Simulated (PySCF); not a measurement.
Core binding energy against partial charge

C3H5NOSi.
Atom-mapped SMILES: `[N:1]#[C:2][C@@H:3]([SiH3:4])[CH:5]=[O:6]`

Binding energies: delta-SCF UKS SCAN, pcX-2 on the ionised atom, pcseg-1 elsewhere, spin-free X2C (PySCF). Charges: PBE0/pcSseg-1 ground-state density, for the ionised atom.

```
atom                  environment  C 1s (eV)  Mulliken (e)  IAO (e)  Hirshfeld (e)  ESP (e)
  C3  sp3 carbon bound to silicon     292.27        -0.576   -0.460         -0.091   -0.387
  C2               nitrile carbon     292.54        +0.117   +0.130         +0.076   +0.384
  C5              aldehyde carbon     294.22        +0.294   +0.270         +0.136   +0.477
```

**Question.** Give the correlation coefficient and slope of binding energy on charge for each scheme.

**Answer.** Hirshfeld: r = 0.79, slope 7.1 eV per e; Mulliken: r = 0.75, slope 1.7 eV per e; IAO: r = 0.74, slope 2.0 eV per e; ESP: r = 0.68, slope 1.5 eV per e. Hirshfeld charges have the highest r, on only 3 points.

**Question.** The point-charge model writes a binding energy as kq + V + constant, with V the potential of the other atoms' charges at the site. What does it give with the IAO charges?

**Answer.** V = Σ 14.40 eV Å × q/r over all other atoms: +7.02 eV at C3, -3.42 eV at C2, -4.23 eV at C5. Fitting binding energy − V to q gives k = 18.1 eV per e and leaves an rms residual of 0.02 eV, against 0.58 eV for the fit on q alone. The model has no term for differences in relaxation between sites.

Geometry: GFN2-xTB, one conformer, isolated molecule.

Shape of the structure used: `[N:1]#[C:2][C@@H:3]([SiH3:4])[CH:5]=[O:6]`: C2–C3–C5–O6 153°.
